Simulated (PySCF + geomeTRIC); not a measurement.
Species: [Y(OH)3] (charge 0, multiplicity 1).

Q: Give a relaxed geometry from PySCF + geomeTRIC with TPSS-D3(BJ)/def2-SVP.

A: This is not unique; one that fits is the end point of this relaxation, one of several conformers.
Cartesian coordinates (Å) in one orientation:
```xyz
7

Y     -0.216    -0.221     0.065
O     -0.991    -0.537    -1.791
H     -1.360    -0.681    -2.671
O      1.189    -1.485     0.823
H      1.857    -2.081     1.183
O     -0.847     1.367     1.170
H     -1.150     2.123     1.688
```
